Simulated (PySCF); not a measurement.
Rigid-rotor lines calculated for a species of formula C7H7F (commonest isotopes; PySCF 2.14.0, PBE0-D3(BJ)/def2-SVP geometry optimisation, gas phase), labelled J(Ka,Kc):

```tsv
transition	MHz
1(0,1) ← 0(0,0)	1260.6
2(1,1) ← 1(1,0)	2547.7
2(1,2) ← 1(1,1)	2494.6
2(0,2) ← 1(0,1)	2521.1
1(1,1) ← 0(0,0)	7966.3
```

Q: Find the rotational constants.

A: 1(0,1) ← 0(0,0) is B + C, 2(1,1) ← 1(1,0) is 3B + C and 2(1,2) ← 1(1,1) is B + 3C, so B − C is half the difference of the last two, 26.5 MHz. 1(1,1) ← 0(0,0) is A + C. A = 7349.3, B = 643.6, C = 617.0 MHz.

Q: What moments of inertia, asymmetry and inertial defect follow?

A: I = 505379 MHz·u·Å² over each constant: Ia = 68.77, Ib = 785.27, Ic = 819.09 u·Å²; κ = (2B − A − C)/(A − C) = -0.992 (near-prolate asymmetric top); Δ = Ic − Ia − Ib = -34.95 u·Å².

Q: Which dipole components do these lines need?

A: μa and μb (a-type: ΔKa even, ΔKc odd; b-type: both odd). The calculation gives |μa| = 1.15 D, |μb| = 1.58 D, |μc| = 0.14 D.

Q: Where do these fall, and of which type are they? 2(2,0) ← 1(1,1); 2(2,1) ← 1(1,1); 2(2,1) ← 2(1,2); 2(1,2) ← 2(0,2); 2(2,1) ← 1(1,0); 2(2,1) ← 2(1,1); 2(1,1) ← 2(0,2); 2(1,1) ← 1(0,1); 2(1,2) ← 1(0,1); 1(1,1) ← 1(0,1); 2(2,0) ← 2(1,1).

A: 
```tsv
transition	MHz	type	branch
2(1,2) ← 2(0,2)	6679	c	Q
1(1,1) ← 1(0,1)	6706	c	Q
2(1,1) ← 2(0,2)	6759	b	Q
2(1,2) ← 1(0,1)	9200	b	R
2(1,1) ← 1(0,1)	9280	c	R
2(2,1) ← 2(1,1)	20117	c	Q
2(2,0) ← 2(1,1)	20117	b	Q
2(2,1) ← 2(1,2)	20197	b	Q
2(2,1) ← 1(1,0)	22665	b	R
2(2,1) ← 1(1,1)	22691	c	R
2(2,0) ← 1(1,1)	22691	b	R
```

Q: Which structure gave them?

A: `CC=C=C=C=C(C)F`, point group C1. Three constants can't fix a structure by themselves; this is the one that was computed:
```
atom  x, y, z in Å
C1    -3.477    0.849   -0.311
C2    -2.572   -0.339   -0.384
C3    -1.306   -0.359   -0.012
C4    -0.076   -0.373    0.351
C5     1.154   -0.394    0.708
C6     2.432   -0.415    1.041
C7     3.589   -0.115    0.160
F8     2.796   -0.730    2.293
H9    -4.357    0.625    0.315
H10   -3.859    1.108   -1.312
H11   -2.963    1.725    0.106
H12   -3.004   -1.270   -0.781
H13    4.260   -0.988    0.106
H14    3.256    0.145   -0.852
H15    4.172    0.723    0.576
```

Not checked by PBE0-D3(BJ)/def2-SVP frequencies. Zero-point vibration and centrifugal distortion are left out. A rigid rotor knows nothing of internal rotation, which can split or shift real lines.

Hardware: Arm Neoverse V1, one thread (shared host). Cost: 77 s, 0.72 GiB resident at most. This is the geometry optimisation.
